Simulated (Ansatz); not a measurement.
Consider the hydrogenolysis of the Si–Br bond: `B[SiH](Br)C=O` + H₂ → `B[SiH2]C=O` + HBr.

Gas-phase electronic energies from Ansatz, PBE0-D4/def2-TZVP geometries. CBS: MP2 limit from def2 TZ/QZ plus the TZ coupled-cluster correction, frozen cores. This one scheme is used for every species. DFT in def2-TZVPP. For Br outer-core shells are correlated without core-valence functions, which leaves a few kJ/mol of doubt a bond. Scalar relativity is left out up to krypton. One conformer a species, not always the lowest.

CCSD(T)/CBS gives +79.8 kJ/mol.

(1) Another level gave +72.1 kJ/mol. Which?
A. BHLYP-D4/def2-TZVPP
B. HF/def2-TZVPP
C. revPBE-D4/def2-TZVPP
D. PBE0/def2-TZVPP

Largest T1 diagnostic among the species: 0.016.

Results:

(1) D. PBE0 72.1, revPBE-D4 81.0, BHLYP-D4 76.7, HF/def2-TZVPP 63.0 kJ/mol.

Leaving LDA and LC-ωPBE aside and taking each functional with its dispersion term where it has one, the values, not all of them listed here, spread over 10.2 kJ/mol, from CAM-B3LYP-D4 to revPBE-D4. The D4 term adds +9.9 kJ/mol with B3LYP and +5.3 kJ/mol with PBE0; it sums over pairs of atoms, weighted by their polarisabilities, and B3LYP, whose exchange is more repulsive, gets the larger term. In def2-TZVPP, CCSD(T) changes the Hartree–Fock value by +9.9 kJ/mol (the triples alone add +3.8 kJ/mol) and MP2 by +21.9 kJ/mol.

CCSD(T)/CBS has its own doubt, a few kJ/mol and more with outer-core shells, so smaller differences from it don't rank the levels.

B3LYP here is the variant with VWN-RPA as its local correlation; programs differ in this.
